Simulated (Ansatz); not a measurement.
TiAl₆⁺. Charge 1, multiplicity 2. Geometry r2SCAN-D4/def2-SVP.

```csv
atom,x (Å),y (Å),z (Å)
Ti1,-0.8658,1.4015,-0.4849
Al2,1.3003,0.0348,-0.4891
Al3,0.5907,-2.1654,1.0133
Al4,1.0185,2.0817,1.2217
Al5,-0.3709,-0.1123,-2.5820
Al6,-1.2845,-1.3134,-0.5489
Al7,-0.3882,0.0731,1.8699
```

At PBE-D4/def2-TZVP, r2SCAN-D4/def2-TZVP, B97M-V/def2-TZVP, r2SCANh-D4/def2-TZVP and others the charge 1 doublet is spin-contaminated (final ⟨S²⟩ up to 2.25, 0.75 for a pure state). Another isomer (doublet) lies 1.21 eV lower at PBE0-D4/def2-TZVP; other spin states weren't run for this one.

Q: Estimate the α-spin orbital energies around the gap (eV) in Ansatz with PBE-D4/def2-TZVP, r2SCAN-D4/def2-TZVP, B97M-V/def2-TZVP, r2SCANh-D4/def2-TZVP, PBE0-D4/def2-TZVP.

A: 
```tsv
orbital	PBE-D4/def2-TZVP	r2SCAN-D4/def2-TZVP	B97M-V/def2-TZVP	r2SCANh-D4/def2-TZVP	PBE0-D4/def2-TZVP
HOMO−5	-10.30	-10.40	-10.29	-10.69	-11.03
HOMO−4	-9.21	-9.35	-9.29	-9.58	-9.85
HOMO−3	-8.78	-8.98	-8.88	-9.40	-9.79
HOMO−2	-8.70	-8.96	-8.80	-9.39	-9.79
HOMO−1	-8.59	-8.89	-8.71	-9.15	-9.33
HOMO	-8.54	-8.82	-8.70	-9.07	-9.32
LUMO	-7.94	-7.64	-7.73	-7.36	-7.16
LUMO+1	-7.68	-7.38	-7.49	-7.03	-6.72
LUMO+2	-7.50	-7.29	-7.31	-6.95	-6.53
LUMO+3	-7.13	-7.02	-6.94	-6.62	-6.30
LUMO+4	-6.84	-6.77	-6.80	-6.54	-6.20
LUMO+5	-6.47	-6.54	-6.46	-6.33	-6.01
β HOMO	-8.39	-8.61	-8.35	-8.89	-9.10
β LUMO	-7.89	-7.79	-7.80	-7.53	-7.28
```
